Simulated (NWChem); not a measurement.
Species: C₃H₅ClSi; SMILES C#C[Si@@H](C)Cl

```xyz
10

C      0.9150     2.6485    -0.2396
C      0.4160     1.5741     0.0391
Si    -0.3670    -0.0285     0.4596
C     -2.0036    -0.2068    -0.4102
Cl     0.9020    -1.5554    -0.1445
H      1.3610     3.5965    -0.4857
H     -0.5008    -0.1249     1.9384
H     -2.4637    -1.1775    -0.1717
H     -1.8680    -0.1416    -1.4999
H     -2.6895     0.5949    -0.0949
```
Atoms are numbered in this order, from 1.

Results from NWChem. All runs use the structure optimised with PBE0/def2-SVP.

For level CAM-B3LYP/def2-TZVP:

| Item | Value |
|---|---|
| highest occupied level (eV) | -9.70 |
| orbital gap (eV) | 10.27 |

Estimate the same quantities for level B3LYP/def2-TZVP.

The highest occupied level (eV) is -8.10 and the orbital gap (eV) is 7.35.
